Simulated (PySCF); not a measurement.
Radial density of Sm²⁺ (samarium, charge +2)

UHF, [Xe] 4f5 6s1, one real determinant (an excited configuration). All numbers are calculated (PySCF 2.14, scalar relativity by spin-free X2C-1e, in x2c-TZVPPall (11s7p7d4f2g, 113 functions)).

```tsv
r (bohr)	4πr²ρ (e/bohr)	4πr²(ρα − ρβ)
0.0264	73.02	0.0027
0.0445	85.86	0.0079
0.0748	108.3	0.0014
0.126	80.73	0.0405
0.212	94.22	0.7128
0.356	39.58	3.3290
0.599	43.68	5.8641
1.01	14.78	3.7146
1.69	6.304	0.6726
2.85	0.8418	0.3223
4.79	0.1891	0.1879
8.06	0.0007749	0.0008
13.6	1.544e-05	0.0000
```

Densities and radii are taken from the X2C orbitals without a picture-change correction, which distorts them close to the nucleus.

⟨L²⟩ = 24.03 against 30 for a pure H term, so this real determinant mixes terms. Spin-orbit coupling, absent here, splits the open shell strongly.
